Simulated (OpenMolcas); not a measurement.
Mn2+: effect of the level shift or regulariser

```
Program             : OpenMolcas 26.06
Basis               : ANO-RCC-VTZP [6s5p3d2f1g]
Scalar Hamiltonian  : DKH2, point nucleus
Active space        : 5 electrons in 5 orbitals (3d)
State averaging     : 2S+1 = 6 even, 1 root; 2S+1 = 4 even, 24 roots; 2S+1 = 2 even, 75 roots
Spin-orbit coupling : RASSI with atomic mean-field integrals over the reference wave functions, term energies averaged over their components
```

Methods on the same reference wave functions:
A. CASSCF
B. MS-CASPT2, IPEA 0.25 Eh, imaginary shift 0.1 Eh (closed shells correlated: 3s 3p)
C. MS-CASPT2, IPEA 0.25 Eh, real shift 0.2 Eh (closed shells correlated: 3s 3p)
D. MS-CASPT2, IPEA 0.25 Eh, sigma2 regulariser 0.3 Eh (closed shells correlated: 3s 3p)

Energies in cm-1 above 3d5 6S 5/2, the measured ground level; measured values from Corliss and Sugar, J. Phys. Chem. Ref. Data 6, 1253 (1977).

| Level | A | B | C | D | Measured |
| --- | --- | --- | --- | --- | --- |
| 3d5 6S 5/2 | 0.0 | 0.0 | 0.0 | 0.0 | 0.0 |
| 3d5 4G 5/2 | 32176 | 27910 | 27920 | 27910 |  |
| 3d5 4G 7/2 | 32189 | 27920 | 27940 | 27920 | 26860 |
| 3d5 4G 11/2 | 32193 | 27930 | 27940 | 27930 | 26824 |
| 3d5 4G 9/2 | 32197 | 27930 | 27950 | 27930 |  |
| 3d5 4P 5/2 | 37013 | 30630 | 30660 | 30630 | 29168 |
| 3d5 4P 3/2 | 37051 | 30670 | 30700 | 30670 |  |
| 3d5 4P 1/2 | 37094 | 30710 | 30740 | 30710 |  |
| 3d5 4D 7/2 | 40009 | 33540 | 33560 | 33540 | 32307 |
| 3d5 4D 1/2 | 40051 | 33580 | 33610 | 33590 | 32369 |
| 3d5 4D 3/2 | 40084 | 33620 | 33640 | 33620 |  |
| 3d5 4D 5/2 | 40093 | 33620 | 33650 | 33630 | 32384 |
| 3d5 2I 11/2 | 45765 | 40820 | 40840 | 40820 | 39174 |
| 3d5 2I 13/2 | 45796 | 40860 | 40880 | 40860 | 39176 |
| 3d5 2D 5/2(1) [74 %] | 51525 | 43250 | 43280 | 43250 | 41238 |
| 3d5 2D 3/2(1) | 51910 | 43570 | 43600 | 43570 | 41570 |
| 3d5 2F 7/2(1) | 52874 | 44810 | 44840 | 44810 | 42606 |
| 3d5 2F 5/2(1) [73 %] | 53335 | 45210 | 45240 | 45210 | 43105 |
| 3d5 4F 9/2 | 53850 | 45730 | 45770 | 45730 | 43573 |
| 3d5 4F 7/2 | 53877 | 45760 | 45790 | 45760 | 43602 |
| 3d5 4F 5/2 | 53939 | 45810 | 45850 | 45810 | 43669 |
| 3d5 4F 3/2 | 53970 | 45840 | 45880 | 45840 | 43675 |
| 3d5 2H 9/2 | 56114 | 48940 | 48970 | 48940 | 46516 |
| 3d5 2H 11/2 | 56239 | 49150 | 49170 | 49150 | 46671 |

Deviations, from unrounded energies. A percentage is the sum of absolute deviations over the sum of measured energies, with the sign that they share, or ± where signs differ.

```json
{"Against measurement": "mean absolute deviation (cm-1)", "Levels": "18", "A": "8700", "B": "1800", "C": "1800", "D": "1800"}
{"Against measurement": "other terms of the ground configuration (%)", "Levels": "18", "A": "+22.5", "B": "+4.7", "C": "+4.7", "D": "+4.7"}
```

B, C, D lie about equally close to measurement and A furthest from it. The largest miss of B in the table is 3d5 2H 11/2, by +2500 cm-1. The ranking rests on the paired levels alone, and a cruder setting can come out closer through cancelling errors.

Among B to D the level of the table that moves most is 3d5 4F 7/2, by 35 cm-1 (lowest in D, highest in C). Moves below CASPT2's spread within the term are not significant.

The mean deviations of B to D differ by less than CASPT2's widest spread within a term (880 cm-1), so their order carries little weight.

From A to B the spin-free energies of the other terms of 3d5 shown, above 6S, scale by factors of 0.83 to 0.89, as is usual when dynamic correlation screens the repulsion within a d or f shell.

The lowest spin-free term lies below A's lowest term by 0.419 hartree in B, 0.418 hartree in C, 0.419 hartree in D.

CASPT2 breaks the degeneracy within a term, and the mean is taken; among the terms shown or strongly mixed into the levels shown the widest spread is 880 cm-1 (3d5 4F, D). Without dynamic correlation excited terms often stand tens of per cent too high (terms of higher spin than the ground term too low), and those without a measured partner can miss by more than the paired ones (holds for A). Blocks of more than 70 roots (2S+1 = 2 even) ran without multistate coupling (holds for B; C; D). Measured partners are found by configuration, term and J. A level has none where our copy of the source lacks it or the pairing is in doubt (some pairs that miss far off the trend of their configuration count as doubtful), and it then counts in no deviation. Levels of configurations outside the active space are missing. The table leaves out levels that lie high or whose names do not pair safely across all columns.

A share in square brackets marks a mixed level and gives the weight of the term that names it, the lowest over the columns. A number in round brackets counts repeated terms of one configuration in the order of the reference energies.
